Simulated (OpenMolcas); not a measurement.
An atom or ion with 80 electrons was computed by XMS-CASPT2, IPEA 0.25 Eh, imaginary shift 0.1 Eh with spin-orbit coupling (OpenMolcas, ANO-RCC-VQZP, DKH2). The lowest levels that the run gave, each within 12 % of the measured value where one is at hand:

```tsv
J	Parity	E (eV)	g
0	even	0.0000	
0	odd	7.871	
1	odd	8.297	1.473
2	odd	9.696	1.501
1	odd	11.557	1.028
0	even	18.979
```

Which ion is it, and what are the configurations and terms?

Pb²⁺ (Z = 82, charge +2; active space 2 electrons in 8 orbitals (6s 6p 7s 7p)). J, parity and g give the terms where levels are pure, and mixed ones are named by the computed weights; the size of the splittings, set against known spectra of the 80-electron sequence, gives the charge. In order, with the measured energies in eV (Moore, Atomic Energy Levels, vol. III, NSRDS-NBS 35 (1971 reprint of NBS Circular 467, 1958)): 6s² ¹S₀, 6s 6p ³P°₀ (7.4883), 6s 6p ³P°₁ (7.9835), 6s 6p ³P°₂, 6s 6p ¹P°₁ (11.8207), 6p² ³P₀ (17.6741).

Term energies are means over components that CASPT2 splits; among the terms shown or strongly mixed into the levels shown the widest spread is 14 cm-1 (6s 6p ³P°). The run also gave levels led by 6s 7s, which use shells meant for correlation; these and all levels above them are left out. The ¹D term of p² mixes with s d, which this space lacks. Spin-orbit splittings of 6p shells tend to come out small when the coupling is added on scalar orbitals. Measured partners are found by configuration, term and J. A level has none where our copy of the source lacks it or the pairing is in doubt (some pairs that miss far off the trend of their configuration count as doubtful), and it then counts in no deviation. Only configurations of the active space appear.

° marks odd parity.
